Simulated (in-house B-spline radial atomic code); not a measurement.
**Response and correlation of Dy⁴⁸⁺**

Closed shell [Ne] 3s2 3p6. Computed with an all-electron radial atomic-structure program (B-spline basis): Dirac-Hartree-Fock, relativistic RPA (time-dependent Dirac-Hartree-Fock) for the response and second-order many-body perturbation theory for correlation, no-pair Dirac-Coulomb Hamiltonian, finite nucleus.

Command:
```bash
python run_mb.py task.json out
```
Settings (nuclear radius in fm, box in bohr, cutoff in hartree):
```
basis_form          2
Z                   66
core_configuration  [Ne] 3s2 3p6
rms_radius          5.2218
mass_number         164
speed_of_light      137.036
box_radius          2.0
lmax                7
intervals           55
virtual_cutoff      108900.0
```

Run time, properties included: 1.1 s on 1 thread of Intel(R) Xeon(R) 6975P-C (shared host).

```tsv
multipole (bohr³, bohr⁵, bohr⁷)	uncoupled	coupled RPA
dipole	0.0066984	0.0063918
quadrupole	0.00016161	0.00017005
octupole	1.5888e-05	?
```

Task: What is the coupled octupole polarisability?

Result: 1.9058e-05 atomic units, +20 % against the uncoupled value.

Task: Which subshells carry the dipole polarisability?

Result: 3p3/2 75.5 %, 3p1/2 22.6 %, 3s1/2 1.5 %.

Task: What does the dipole shielding factor come to?

Result: The dipole shielding factor is 0.273, against the exact N/Z = 18/66 = 0.273 of the non-relativistic theorem.

Dipole polarisability at imaginary frequency:

```
u (Eh)  α(iu) (bohr³)
     0       0.006392
  6.86       0.005091
  17.2       0.002779
  34.3       0.001397
  51.4      0.0009341
  68.6      0.0007008
   103       0.000454
   137      0.0003242
   172      0.0002429
   240      0.0001543
   343      9.106e-05
   514      4.756e-05
   686        2.9e-05
  1030      1.395e-05
  1720      5.332e-06
  3430      1.408e-06
```

Task: What dispersion coefficients follow for two such ions (the dispersion part alone)?

Result: C6 = (3/π)∫α(iu)²du = 0.0004963 hartree·bohr⁶ and C8 = 0.0001079 hartree·bohr⁸.

Lowest J = 1 odd-parity excitations:

| energy (eV) | oscillator strength | leading channel | weight |
| --- | --- | --- | --- |
| 214.4 | 0.00407 | 3p3/2 → d3/2 | 0.949 |
| 296.2 | 0.387 | 3p3/2 → d5/2 | 0.891 |
| 449.2 | 0.628 | 3p1/2 → d3/2 | 0.978 |
| 1867.6 | 0.293 | 3p3/2 → s1/2 | 0.999 |
| 2068.9 | 0.121 | 3p1/2 → s1/2 | 0.981 |
| 2104.9 | 0.0606 | 3p3/2 → d3/2 | 0.949 |
| 2125.9 | 1.66 | 3p3/2 → d5/2 | 0.959 |
| 2307 | 0.889 | 3p1/2 → d3/2 | 0.718 |

Second-order correlation energy by the highest angular momentum of the excited pair (hartree): s -0.02445, p -0.1814, d -0.6728, f -0.1377, g -0.05286, h -0.01928, i -0.008697, k -0.004477.

Task: What is the second-order correlation energy at the partial-wave limit?

Result: The listed waves sum to -1.1017 hartree; extrapolating the increments as (l + 1/2)⁻⁴ gives -1.1109 hartree, -1.68 eV per electron.
